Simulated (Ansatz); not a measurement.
Consider the silylene formation by 1,1-elimination: `BO[SiH](S)Cl` → `BO` + `S[Si]Cl`.

Computed with Ansatz on PBE0-D4/def2-TZVP structures; ΔE is electronic, products minus reactants. CCSD(T)/CBS adds triple-zeta CCSD(T) − MP2 to the extrapolated MP2 energy (def2 sets, frozen cores). This one scheme is used for every species. DFT in def2-TZVPP. B3LYP here is the variant with VWN-RPA as its local correlation; programs differ in this. Each species was taken in one conformer, which may not be the lowest.

```json
{"level": "PBE-D4", "ΔE (kJ/mol)": "200.9"}
{"level": "ωB97X-V", "ΔE (kJ/mol)": "238.7"}
{"level": "PBE", "ΔE (kJ/mol)": "190.9"}
{"level": "B3LYP", "ΔE (kJ/mol)": "200.5"}
{"level": "HF/def2-TZVPP", "ΔE (kJ/mol)": "238.6"}
{"level": "SCS-MP2/def2-TZVPP", "ΔE (kJ/mol)": "233.8"}
{"level": "HF/def2-QZVPP", "ΔE (kJ/mol)": "240.5"}
{"level": "HF/CBS(def2)", "ΔE (kJ/mol)": "240.7"}
```

Question: What does CCSD(T)/CBS give? (Estimate.)

Answer: Computed: +227.7 kJ/mol. The listed levels differ from it by -26.8, 11.0, -36.8, -27.2, 10.9, 6.1, 12.8, 13.0 kJ/mol.

Largest T1 diagnostic among the species: 0.014.

The D4 term adds +15.9 kJ/mol with B3LYP and +8.9 kJ/mol with PBE0; it sums over pairs of atoms, weighted by their polarisabilities, and B3LYP, whose exchange is more repulsive, gets the larger term. From PBE to PBE0 (25 % exact exchange), in def2-TZVPP and without D4, ΔE moves by +23.5 kJ/mol.
